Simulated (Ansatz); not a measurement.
Two isomers of BFH6OSi2: A = `B[SiH2]O[SiH2]F`, B = `OB(F)[SiH2][SiH3]`.

Program: Ansatz. Geometries: PBE0-D4/def2-TZVP. ΔE: electronic, gas phase. CCSD(T)/CBS is the MP2 limit (def2-TZVPP, def2-QZVPP) plus CCSD(T) − MP2 in def2-TZVPP, frozen cores. DFT in def2-TZVPP. B3LYP here is the variant with VWN-RPA as its local correlation; programs differ in this. One conformer a species, not always the lowest.

A:

Z-matrix (Å, degrees):
```
Si
O 1 1.651
B 1 2.004 2 114.9
H 1 1.491 2 107.4 3 121.5
H 1 1.490 2 108.1 3 -122.4
Si 2 1.615 1 144.6 3 11.0
H 3 1.196 1 123.9 2 1.0
H 3 1.197 1 118.6 2 -179.3
F 6 1.596 2 109.6 1 53.8
H 6 1.480 2 110.9 1 -63.8
H 6 1.476 2 108.8 1 171.4
```

B:

```xyz
11

O    -0.042    1.200   -2.248
B     0.718    0.914   -1.172
F     1.586    1.832   -0.732
Si    0.511   -0.849   -0.191
Si   -0.930   -0.548    1.630
H     0.123    2.080   -2.609
H     1.832   -1.310    0.319
H    -0.050   -1.895   -1.089
H    -2.267   -0.100    1.155
H    -0.384    0.491    2.545
H    -1.096   -1.814    2.393
```

Question: Which isomer does CCSD(T)/CBS put lower? Give the gap. (An estimate is asked.)

Answer: Computed: A, by 42.2 kJ/mol.

Question: Give E(B) − E(A) in kJ/mol with B3LYP, B3LYP-D4, ωB97M-V, HF/def2-TZVPP, CCSD(T)/def2-TZVPP, B2PLYP, MP2/def2-TZVPP. (Best estimate.)

Answer: The calculation gave: B3LYP 31.2, B3LYP-D4 32.4, ωB97M-V 34.5, HF/def2-TZVPP 79.2, CCSD(T)/def2-TZVPP 34.2, B2PLYP 39.2, MP2/def2-TZVPP 45.5. None reverses the order clearly.

Largest T1 diagnostic: 0.014.

In def2-TZVPP, CCSD(T) changes the Hartree–Fock value by −44.9 kJ/mol (the triples alone add −8.2 kJ/mol) and MP2 by −33.7 kJ/mol. From PBE to PBE0 (25 % exact exchange), in def2-TZVPP and without D4, E(B) − E(A) moves by +16.5 kJ/mol.
